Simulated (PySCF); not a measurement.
Working out the excitation energy of C⁺

C⁺ [He] 2s2 2p1 (2P) → C⁺ [He] 2s1 2p1 3d1 (high-spin determinant). Computed with PySCF 2.14 in aug-cc-pVDZ (4s3p2d, 23 functions), with no relativity, point nucleus. Frozen: 1s2. Energies in hartree (1 hartree = 27.21139 eV):

```csv
part,C⁺ (lower),C⁺ (upper)
UHF,-37.290253,-36.396599
MP2 opposite-spin,-0.039234,0.000000
MP2 same-spin,-0.002421,-0.004899
```

Question: What does Hartree-Fock give?

Answer: (-36.396599) − (-37.290253) = 0.893654 hartree = 24.318 eV.

Question: What do MP2 and SCS-MP2 (6/5 opposite-spin, 1/3 same-spin) give?

Answer: The opposite-spin parts differ by 1.068 eV and the same-spin parts by -0.067 eV. MP2: 24.318 + (1.068) + (-0.067) = 25.319 eV. SCS-MP2: 24.318 + 1.2 × (1.068) + (-0.067)/3 = 25.577 eV.

One determinant mixes LS terms, so it does not stand for a single term.

The upper state lies above the first ionisation limit, but in LS coupling its spin forbids autoionisation to the ground ion. A Rydberg-like electron needs more diffuse functions than a valence basis has.

A double-zeta basis recovers only part of the correlation energy.
